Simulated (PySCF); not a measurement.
# Bond energies at r²SCAN/def2-TZVPP beside a composite method

PySCF, lowest determinants of a PBE0 search. The composite is CCSD(T) extrapolated to the basis-set limit from two correlation-consistent sets, with core-valence (CV) and scalar-relativistic (SR) terms as its label shows; it has no spin–orbit coupling and nothing beyond (T).

```
species  state (unpaired electrons)  De r²SCAN (eV)  De composite (eV)              composite     dissociates to
    GeC          triplet (σ ↑, π ↑)            4.04               3.83        CCSD(T)/CBS(DT)             Ge + C
    AgF      singlet (closed shell)            3.42               3.48     CCSD(T)/CBS(TQ)+CV  Ag (4d10 5s1) + F
     CO      singlet (closed shell)           11.08              11.26  CCSD(T)/CBS(TQ)+CV+SR              C + O
    BiS               doublet (π ↑)            3.25               3.15        CCSD(T)/CBS(DT)             Bi + S
    AlF      singlet (closed shell)            6.89               7.09  CCSD(T)/CBS(TQ)+CV+SR             Al + F
   GaBr      singlet (closed shell)            4.49               4.35     CCSD(T)/CBS(DT)+CV            Ga + Br
    BeI               doublet (σ ↑)            3.05               2.61     CCSD(T)/CBS(TQ)+CV             Be + I
   ZnSe      singlet (closed shell)            1.39               1.20        CCSD(T)/CBS(TQ)            Zn + Se
```

Does r²SCAN bind more or less than the composite, by how much on average, and where is the difference largest?

r²SCAN/def2-TZVPP binds more on average, method and basis taken together: the mean signed difference is +0.08 eV and the mean absolute one 0.19 eV; it is largest for BeI (+0.44 eV).

The molecules are drawn from runs that passed checks on state, spin purity and fit, so the hardest cases are missing and the errors look smaller than over all diatomics.

Correlated steps freeze the inner cores (2 to 13 orbitals); shallow outer-core shells are correlated. Spin–orbit coupling is left out, which matters for elements this heavy, above all for dissociation energies. Where the molecule has an RHF reference, its open-shell atoms are computed with UHF. The CCSD T1 diagnostic is raised in AgF, GeC, ZnSe, a sign that a single reference may not be enough there. States were picked by a PBE0 search and need not be the measured ground states.
